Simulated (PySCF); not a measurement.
Computed shifts of a molecule C5H6Si, PySCF with PBE/pcSseg-1, GIAO, gas phase, atoms alike by connectivity averaged where their shifts nearly agree, in ppm (number of nuclei): ¹³C: 113.8 (1), 101.7 (1), 83.1 (1), 77.4 (1), 8.7 (1). ²⁹Si: -99.3 (1). ¹H: 4.97 (2), 2.42 (1), 2.33 (3). References: ¹³C against TMS (σ = 182.0 ppm); ²⁹Si against TMS (σ = 335.4 ppm); ¹H against TMS (σ = 31.49 ppm), references at their B3LYP-D3(BJ)/def2-TZVP geometries, non-relativistic. Coordinates come from a B3LYP-D3(BJ)/def2-SVP optimisation. Other conformers were not sampled.

Task: Identify the compound among the candidates.
A. C#C[C@H]1C=C[SiH2]1
B. C#CC([SiH3])=C=C
C. C#C[SiH2]C#CC
D. C#CC([SiH3])C#C

Result: C, C#C[SiH2]C#CC
